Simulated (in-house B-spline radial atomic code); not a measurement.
# Ionising the promethium ion Pm³⁺ with different functionals

Computed with a B-spline radial code for spherical atoms: scalar-relativistic (spin-free X2C) Hamiltonian, Fermi nucleus of rms radius 4.962 fm, spin-polarised at highest spin, spherical fractional occupations for the functionals, the average over the highest-spin determinants for Hartree-Fock. The ionisation energy is the difference of two self-consistent energies, [Xe] 4f4 → [Xe] 4f3, without Breit or QED terms; ε is the level of the shell that loses the electron (its least bound occupied spin orbital). There is no spin-orbit coupling in this Hamiltonian.

Hybrids are left out here: with spherical fractional occupations of an open shell their exact exchange keeps a self-interaction that integer-occupation calculations don't have.

```csv
method,rung,ΔSCF (eV),-ε(4f) (eV)
Hartree-Fock,Hartree-Fock,39.32,43.24
LDA VWN5,LDA,?,?
LDA PW92,LDA,42.52,33.14
LDA exchange-only,LDA,40.82,31.52
PBE,GGA,42.22,32.86
PBEsol,GGA,42.26,32.90
BLYP,GGA,?,?
RPBE,GGA,42.17,32.81
PW91,GGA,42.31,32.94
BP86,GGA,42.30,32.93
AM05,GGA,42.32,32.94
OLYP,GGA,42.77,33.35
TPSS,meta-GGA,42.00,32.66
SCAN,meta-GGA,42.15,32.85
r2SCAN,meta-GGA,42.15,32.81
revTPSS,meta-GGA,42.03,32.68
```

Task: What does BLYP give?

Result: ΔSCF 42.00 eV, and -ε(4f) = 32.64 eV.

Task: What does LDA VWN5 give?

Result: ΔSCF 42.53 eV, and -ε(4f) = 33.15 eV.

Task: How do they compare with the NIST value?

Result: NIST lists 41.17 eV ± 0.09 (semi-empirical, ground level to ground level). Errors run from -1.85 to +1.60 eV. The correlated functionals all miss on the same side by more than they spread, so the cause is common to them (spin-orbit coupling, Breit-QED terms, multiplet and fine-structure energies, or a listed next ion that isn't the cheapest removal here) and closeness doesn't rank the functionals. Hartree-Fock also lacks correlation.
